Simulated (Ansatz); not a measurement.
System (SMILES): [S]=[Ge] (S-Ge) (closed-shell singlet).
Atoms: Ge1, S2. Bonds: Ge1-S2.

Basis-set convergence of the optimised Ge1-S2 bond length at MP2 with Ansatz (an electronic-structure program). The reference of a correlated method is not its basis-set limit, which lies further on. All functions are spherical. Cores are frozen (with 3d on Ga to Br). No added dispersion term, no relativity. Reference: the value in aug-cc-pV(Q+d)Z, 2.0329 Å, itself unsure by roughly 0.0016 Å (its mean distance from cc-pV(5+d)Z, def2-QZVPP, cc-pV(Q+d)Z). Deviations are taken from unrounded values.

```csv
basis,functions,optimised Ge1-S2 bond length (Å)
cc-pV(D+d)Z,50,2.0398
aug-cc-pV(D+d)Z,68,2.0506
cc-pV(T+d)Z,82,2.0349
aug-cc-pV(T+d)Z,114,2.0375
def2-TZVPP,90,2.0349
def2-TZVPPD,105,2.0361
cc-pV(Q+d)Z,132,2.0319
aug-cc-pV(Q+d)Z,182,2.0329
```

What the diffuse functions change, pair by pair:
- cc-pV(D+d)Z to aug-cc-pV(D+d)Z: 18 more functions, deviation 0.0069 to 0.0177 Å
- cc-pV(T+d)Z to aug-cc-pV(T+d)Z: 32 more functions, deviation 0.0019 to 0.0046 Å
- def2-TZVPP to def2-TZVPPD: 15 more functions, deviation 0.0020 to 0.0032 Å
- cc-pV(Q+d)Z to aug-cc-pV(Q+d)Z: 50 more functions, deviation -0.0010 to 0.0000 Å

Leaving out the reference's own pair, they bring the value nearer the reference by more than 0.0016 Å in 0 of 3 pairs.
